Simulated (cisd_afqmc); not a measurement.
Input (AFQMC/CISD/cc-pV(D+d)Z; cisd_afqmc is a phaseless AFQMC code with CISD trial states that reads the integrals written by Ansatz): A basis named .json is the Basis Set Exchange file of that set.

Ansatz 0.2 input:
```python
import cisd_afqmc

open("ham.yaml", "w").write("""\
crystal:
  periodic: [false, false, false]
  atoms:
    - {symbol: Si, position_ang: [-0.24998740, 0.39013372, 0.50814499]}
    - {symbol: H, position_ang: [-0.54980476, 1.48829431, -0.51384667]}
    - {symbol: N, position_ang: [0.40140053, -0.68974926, -0.65202143]}
    - {symbol: H, position_ang: [0.49224455, -0.52017341, -1.64260001]}
    - {symbol: H, position_ang: [0.74758012, -1.60174817, -0.39343326]}
basis:
  gaussian:
    orbitals: cc-pV_D+d_Z.json
magnetization: {spin_polarized: false}
correlation: {method: ccsd, electrons: outside_noble_gas, hamiltonian_folder: ham}
""")
rep = cisd_afqmc.ansatz("ham.yaml")
e_ccsd = rep["correlation"]["coupled_cluster"]["energy"]["hartree"]
out = cisd_afqmc.run("ham", e_ccsd, trial="CISD", walkers=200, populations=8, threads=8, dt=0.005, steps=40, early=24, settle=10, least=32,
    cut=5e-5, rank_cut=2e-4, target=0.0004, seconds=1500, seed=1, memory=17280, gpu=False)
```

Output:

```
orbitals 46, occupied [6], factors 271 of 523, rank of the doubles 115 of 240
E(HF) = -345.115846
E(CCSD) on the cut factors = -345.407444, shift to the whole factors -0.000012
Energy of the trial state on the determinant = -345.407447
  tau behind 7.2 of longer steps, mean of the populations' last blocks
   2.0  -345.41631
   4.0  -345.41567
   6.0  -345.41642
   8.0  -345.41585
blocks 257 (0 outliers left out), error by blocks joined: 1: 0.00017, 2: 0.00020, 4: 0.00022, 8: 0.00024, 16: 0.00021
E(AFQMC/CISD) = -345.41597 +/- 0.00024
```

A triplet may lie lower; no result for it is given here.
